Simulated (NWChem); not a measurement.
Species: BAsH4O2; SMILES OB(O)[AsH2]

```xyz
8

B     -0.0077     1.0255     0.0053
As    -0.0105    -1.0334    -0.0483
H     -0.9160    -1.1629     1.1665
H      1.2635    -1.1834     0.7800
O     -1.2140     1.6373    -0.0206
H     -1.1234     2.5987    -0.0470
O      1.1173     1.7919    -0.0238
H      1.9350     1.2895     0.0222
```
Atoms are numbered in this order, from 1.

Program: NWChem. All runs use the structure optimised with PBE0/def2-SVP. Vertical excitations in the gas phase.

Problem. Estimate the computed values for LDA (Slater exchange, VWN5)/def2-SVP, full TDDFT. Quantities: lowest excitation, singlet (eV); oscillator strength of that lowest state; lowest state with f > 0.02, singlet (eV); oscillator strength of that bright state; orbital gap (eV).

Solution. 
* **lowest excitation, singlet (eV)**: 5.93
* **oscillator strength of that lowest state**: 0.015
* **lowest state with f > 0.02, singlet (eV)**: 6.42
* **oscillator strength of that bright state**: 0.030
* **orbital gap (eV)**: 5.57
